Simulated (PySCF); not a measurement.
C2H6AlCl, SMILES [AlH]([Cl])[CH2]C.

Geometry: PBE0-D3(BJ)/def2-SVP. The structure was generated by enumeration; whether it is a known compound was not checked. One conformer was computed; it need not be the lowest.

Two levels are set side by side: PBE/def2-TZVP (PySCF) and PBE0/def2-TZVP (PySCF). Same geometry, gas phase. Differences are taken from unrounded values.

```
quantity                       PBE
---------------------------  -----
orbital gap (eV)              4.61
highest occupied level (eV)  -6.55
lowest empty level (eV)      -1.95
dipole moment (D)             1.88
mean polarisability (bohr³)   64.7
```

**Question.** These are the PBE values. What does PBE0 give? (Estimate from the structure and the level; the computed values follow.)

**Answer.** 
```
quantity                      PBE0  PBE minus PBE0
---------------------------  -----  --------------
orbital gap (eV)              6.63           -2.02
highest occupied level (eV)  -7.81            1.25
lowest empty level (eV)      -1.18           -0.77
dipole moment (D)             1.93           -0.06
mean polarisability (bohr³)   62.1             2.5
```

Without exact exchange PBE keeps part of each electron's self-repulsion, which lifts occupied levels and narrows the gap. Loosely held outer electrons make PBE densities more polarisable. Differences between two approximate levels are no errors against the true value.

Rough cost on one machine, each run with all the roots and properties that it gave: PBE0 against PBE within a factor of 2.
